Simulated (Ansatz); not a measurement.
`BC(B)=C` + `[NH2][GaH2]` → `B[NH][GaH2]` + `BC=C` at 500 K and 1 bar (ligand exchange at a B–C bond).

Gas-phase electronic energies from Ansatz, PBE0-D4/def2-TZVP geometries. CBS: MP2 limit from def2 TZ/QZ plus the TZ coupled-cluster correction, frozen cores. For Ga outer-core shells are correlated without core-valence functions, which leaves a few kJ/mol of doubt a bond. Scalar relativity is left out up to krypton.

| species | CCSD(T)/CBS energy (Eh) | H − E (kJ/mol) | S (J/(mol·K)) |
| --- | --- | --- | --- |
| `BC(B)=C` | -129.23883 | 232.3 | 353.9 |
| `[NH2][GaH2]` | -1981.05479 | 130.3 | 302.1 |
| `B[NH][GaH2]` | -2006.47671 | 170.4 | 347.3 |
| `BC=C` | -103.86193 | 194.0 | 304.9 |

H − E and S are ideal-gas, rigid-rotor, harmonic terms from PBE0-D4/def2-TZVP. 1 Eh = 2625.50 kJ/mol, R = 8.31446 J/(mol·K).

By hand: ΔE, ΔH, ΔS and ΔG.

ΔE = (-2006.47671) + (-103.86193) − (-129.23883) − (-1981.05479) = -0.04502 Eh = -118.2 kJ/mol. Δ(H − E) = 170.4 + 194.0 − 232.3 − 130.3 = 1.8, so ΔH = -116.4 kJ/mol. ΔS = 347.3 + 304.9 − 353.9 − 302.1 = -3.8 J/(mol·K). ΔG = -116.4 − 500 × (-3.8)/1000 = -114.5 kJ/mol.

By hand: the equilibrium constant, and the temperature at which ΔG would vanish if ΔH and ΔS stayed fixed.

log₁₀ K = −ΔG/(RT ln 10) = 12.0. ΔG = 0 at ΔH/ΔS = 30632 K, far beyond where these terms or the molecules hold.

The number of gas molecules stays the same, so ΔS is small and ΔH decides. A doubt of 5 kJ/mol in ΔE shifts log₁₀ K by 0.5 here. These are equilibria of isolated gas molecules and say nothing of rates. Largest T1 diagnostic: 0.014 (customary marks: 0.02 for closed shells, 0.045 for open ones).
